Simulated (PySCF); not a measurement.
Gas-phase reaction: GeF2 + 3 Cl = GeCl3 + 2 F

Computed with PySCF and rigid-rotor harmonic-oscillator thermochemistry at 1 bar. † marks an energy on the PBE0/def2-TZVP geometry and frequencies; other levels use their own. 6-31G* has spherical d functions here. Open shells (unrestricted): Cl (multiplicity 2, electronic degeneracy 6), GeCl3 (multiplicity 2), F (multiplicity 2, electronic degeneracy 6); the rest are closed-shell singlets. Spin-orbit splitting is ignored; it lowers the true energy and changes the entropy of Cl, F. Ge: all electrons, no relativistic terms. GeCl3: computed as isolated molecules; such fragments, hydroxides, amides, oligomers or adducts are transient or little studied in the gas. The harmonic model lacks anharmonicity and excited electronic states, which grow with temperature; levels with a mode under 35 cm⁻¹ are left out.

```
level            ΔE electronic, kJ  ΔH°(298 K), kJ  ΔS°(298 K), J/K  ΔG°(800 K), kJ
---------------  -----------------  --------------  ---------------  --------------
BLYP/def2-TZVP†                133             133             -119             226
HF/6-31G*                       29              29             -121             123
PBE/def2-TZVP†                  71              70             -119             163
PBE0/def2-QZVP†                 40              39             -119             133
LDA/def2-TZVP†                  71              71             -119             164
```
ΔH° is lowest at HF/6-31G* and highest at BLYP/def2-TZVP†. No reference value is set beside these.
